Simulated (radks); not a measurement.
Problem. Excited configurations of the xenon ion Xe2+: one electron is placed in a higher orbital outside [Kr] 4d10 5s2 5p3. The ground configuration is [Kr] 4d10 5s2 5p4. Calculated with a radial shooting solver on a logarithmic mesh with Libxc functionals: scalar-relativistic Kohn-Sham, PBE, spin-polarised, spherical densities, finite nucleus; open shells are filled with parallel spins first (spin-orbit coupling, left out, can overturn this in heavy ions); Fermi nuclear charge, rms radius 4.7859 fm. Excitation = E - E(ground); binding = E(ion) - E, where the ion is the core of charge +3; n* = 3/sqrt(2 binding) in atomic units, and the quantum defect is n - n*.

outer orbital  excitation (eV)  binding (eV)     n*  quantum defect  eigenvalue (eV)  <r> (bohr)
4f                      18.922        11.481  3.266           0.734           -7.543       2.843
5d                      13.069        17.334  2.658           2.342          -13.698       2.931
6f                      25.430         4.973  4.962           1.038           -4.141       10.76
7d                      24.785         5.618  4.669           2.331           -4.794       10.49

Estimate the row for 7f.

Solution. excitation (eV) 26.831; binding (eV) 3.572; n* 5.855; quantum defect 1.145; eigenvalue (eV) -3.055; <r> (bohr) 15.92. The Delta-SCF ionisation energy is 30.403 eV (NIST Atomic Spectra Database: 31.05 eV, semi-empirical). Self-interaction in the functional shifts the binding energies and quantum defects, so they are the method's values and not measured ones. Open shells are spherical and high-spin; term and fine-structure splittings are not resolved. Spin-orbit splitting is averaged out at the scalar-relativistic level.
